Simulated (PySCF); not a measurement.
## N: excitation energy

N [He] 2s2 2p3 (4S) → N [He] 2s1 2p4 (4P), as a difference of total energies. Computed with PySCF 2.14 in aug-cc-pCVTZ-DK with one added diffuse shell each of s, p, d, f type (8s7p5d3f, 75 functions), with the spin-free X2C one-electron Hamiltonian (Gaussian nucleus). Correlated levels: valence: 1s2 frozen; valence and next inner shell: nothing frozen. The calculations carry no spin-orbit coupling.

```tsv
method	excitation energy (eV)	error (eV)
UHF	10.912	-0.015
LDA	10.594	-0.333
PBE	10.416	-0.511
PBE0	10.658	-0.269
r2SCAN	10.341	-0.586
BLYP	10.445	-0.482
BP86	10.326	-0.601
PW91	10.434	-0.493
wB97X-V	11.095	+0.168
MP2 (valence)	11.071	+0.144
SCS-MP2 (valence)	11.089	+0.162
MP2 (valence and next inner shell)	11.056	+0.129
SCS-MP2 (valence and next inner shell)	11.084	+0.157
```

Reference: 10.927 eV (measured; NIST levels, between the centres of gravity of the two terms).

Errors of the correlated levels include the incompleteness of this basis and the frozen core.
